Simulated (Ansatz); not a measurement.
Cl2Mg, singlet, at a GFN2-xTB geometry (such geometries of metal compounds can be far from the true shape). Base run: B3LYP/def2-SV(P) (Ansatz, a first-principles code).

Geometry (Å):
```xyz
3

Mg     0.1940     0.2782     0.2728
Cl     1.3874     0.2479    -1.4845
Cl    -1.5244    -0.4443     1.2919
```
All else is at Ansatz's defaults.

Variants of this job, named by their change:

| change | basis functions | E (Eh) |
|---|---|---|
| base | 54 | -1120.31259 |
| basis = jorge-DZP-DKH; relativity = spin-free X2C; nucleus = Gaussian | 72 | -1123.83685 |
| basis = x2c-TZVPall; relativity = spin-free X2C | 106 | -1123.85661 |
| basis = x2c-TZVPall; relativity = spin-free X2C; nucleus = Gaussian | 106 | -1123.85561 |
| basis = cc-pVTZ-DK; relativity = spin-free X2C | 102 | -1123.87374 |
| basis = jorge-DZP-DKH; relativity = none | 72 | -1120.23215 |
| basis = jorge-DZP-DKH; relativity = spin-free X2C | 72 | -1123.83789 |
| basis = x2c-TZVPall; relativity = none | 106 | -1120.17891 |
| basis = cc-pVTZ-DK; relativity = spin-free X2C; nucleus = Gaussian | 102 | -1123.87267 |
| basis = cc-pVTZ-DK; relativity = none | 102 | -1119.89836 |

Totals shift with the method and basis; they matter in differences.

Ansatz warned in this series: the basis is contracted for relativity, which the run leaves out.

Basis sets contracted for a relativistic Hamiltonian are a mismatch without it, so the rows without relativity aren't non-relativistic limits. No row has spin-orbit coupling; sets with core potentials leave out the core electrons.
